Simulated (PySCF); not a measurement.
# ZnO at PBE0

Computed with PBE0; basis Zn cc-pVDZ-PP with ECP10, O cc-pVDZ; scalar-relativistic core potentials; PySCF 2.14.

```
state                                           : ¹Σ⁺ (singlet), closed shell, a second solution, started from another occupation
bond length                                     : 1.678 Å
harmonic wavenumber                             : 786 cm⁻¹
force constant                                  : 4.66 mdyn/Å
rotational constant Be                          : 0.4681 cm⁻¹
anharmonicity ωexe                              : 5.06 cm⁻¹
vibration–rotation constant αe                  : 0.00399 cm⁻¹
energy of the minimum from ground-state Zn + O  : -1.04 eV
HOMO–LUMO gap                                   : 2.96 eV
bond order (Mayer)                              : 1.98
dipole moment (positive dipole means Zn(−)O(+)) : -5.01 D
```
